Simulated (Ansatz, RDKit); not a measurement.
Species: C$_{4}$H$_{10}$O, net charge 0, singlet state. SMILES: COC(C)C

Atoms: C1, C2, C3, O4, C5, H6, H7, H8, H9, H10, H11, H12, H13, H14, H15. Bonds: C1-C2, C1-H6, C1-H7, C1-H8, C2-C3, C2-O4, C2-H9, C3-H10, C3-H11, C3-H12, O4-C5, C5-H13, C5-H14, C5-H15.

Bond lengths (Å) and angles (degrees) optimised at UFF with RDKit; HF/3-21G with Ansatz (a quantum-chemistry and plane-wave program); HF/6-31G* with Ansatz, each started from the B3LYP-D3(BJ)/def2-TZVP structure (Ansatz) of the last column. A row stands for all coordinates that are equal there; 13 of 33 kinds are shown. 6-31G* holds six Cartesian d functions. No wavenumbers were computed at UFF, so these may be saddle points.

| coordinate | UFF | HF/3-21G | HF/6-31G* | B3LYP-D3(BJ)/def2-TZVP |
|---|---|---|---|---|
| C1-C2 | 1.532 | 1.532 | 1.527 | 1.525 |
| C1-H6 | 1.110 | 1.083 | 1.084 | 1.090 |
| C1-H7 | 1.111 | 1.083 | 1.085 | 1.092 |
| C2-C3 | 1.528 | 1.527 | 1.521 | 1.518 |
| C2-O4 | 1.418 | 1.443 | 1.406 | 1.426 |
| C2-H9 | 1.118 | 1.087 | 1.090 | 1.101 |
| C3-H12 | 1.111 | 1.084 | 1.085 | 1.091 |
| O4-C5 | 1.411 | 1.433 | 1.392 | 1.410 |
| C1-C2-C3 | 110.1 | 111.7 | 111.9 | 112.1 |
| C1-C2-O4 | 109.6 | 111.0 | 111.6 | 111.9 |
| C3-C2-O4 | 108.5 | 105.1 | 106.6 | 106.4 |
| C2-O4-C5 | 110.7 | 116.4 | 116.4 | 114.8 |
| C2-C1-H6 | 110.1 | 111.7 | 111.9 | 111.9 |

Mean signed difference of all 14 bond lengths from B3LYP-D3(BJ)/def2-TZVP: UFF 0.014 Å, HF/3-21G -0.003 Å, HF/6-31G* -0.008 Å.
